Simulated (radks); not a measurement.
Problem. The dysprosium ion Dy4+ is in [Xe] 4f8. Method: scalar-relativistic Kohn-Sham, BLYP, spin-polarised, spherical densities, finite nucleus; Fermi nuclear charge, rms radius of each element as measured or else 0.836 A^(1/3) + 0.57 fm; computed with a radial shooting solver on a logarithmic mesh with Libxc functionals. Open shells are filled with parallel spins first. One electron is removed from 4f, 5s, 4d, 5p in turn, with full relaxation. Which removal costs least, and what does each cost?

Solution. 4f 62.544 eV; 5p 75.216 eV; 5s 101.42 eV; 4d 215.30 eV. The 4f electron leaves first.
